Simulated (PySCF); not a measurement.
C₄H₇O₂, SMILES C[CH]OC(C)=O, multiplicity 2.

Geometry: r2SCAN-D4/def2-SVP. The isomer is the one that the SMILES or the coordinates give; other isomers of the formula were not compared. The values are those of a single conformer.

These are TDA-PBE/def2-SVPD run with PySCF values and carry that method's errors.

Vertical excitations. Gas-phase values at a fixed geometry.

Question: Give excitation energies, oscillator strengths and character. (An estimate is asked for; the answer gives what the named calculation found.)

Answer: 
```json
[
 {"state": "root 1", "energy (eV)": "3.57", "λ (nm)": "348", "f": "0.086", "main pairs": "α HOMO→LUMO 96 %"},
 {"state": "root 2", "energy (eV)": "3.94", "λ (nm)": "315", "f": "0.000", "main pairs": "β HOMO→LUMO 99 %"},
 {"state": "root 3", "energy (eV)": "4.18", "λ (nm)": "297", "f": "0.001", "main pairs": "α HOMO→LUMO+1 100 %"},
 {"state": "root 4", "energy (eV)": "4.65", "λ (nm)": "267", "f": "0.002", "main pairs": "α HOMO→LUMO+2 100 %"},
 {"state": "root 5", "energy (eV)": "5.29", "λ (nm)": "234", "f": "0.013", "main pairs": "α HOMO→LUMO+3 98 %"},
 {"state": "root 6", "energy (eV)": "5.37", "λ (nm)": "231", "f": "0.000", "main pairs": "α HOMO−1→LUMO 76 %, β HOMO→LUMO+1 21 %"},
 {"state": "root 7", "energy (eV)": "5.73", "λ (nm)": "217", "f": "0.019", "main pairs": "α HOMO→LUMO+4 58 %, β HOMO−1→LUMO 37 %"},
 {"state": "root 8", "energy (eV)": "5.77", "λ (nm)": "215", "f": "0.046", "main pairs": "α HOMO→LUMO+4 38 %, α HOMO→LUMO+5 14 %, β HOMO−1→LUMO 41 %"},
 {"state": "root 9", "energy (eV)": "5.79", "λ (nm)": "214", "f": "0.015", "main pairs": "α HOMO→LUMO+5 82 %, β HOMO−1→LUMO 11 %"},
 {"state": "root 10", "energy (eV)": "5.94", "λ (nm)": "209", "f": "0.001", "main pairs": "α HOMO−1→LUMO 13 %, β HOMO→LUMO+1 51 %, β HOMO−2→LUMO 34 %"}
]
```
Unrestricted roots are not spin-pure.
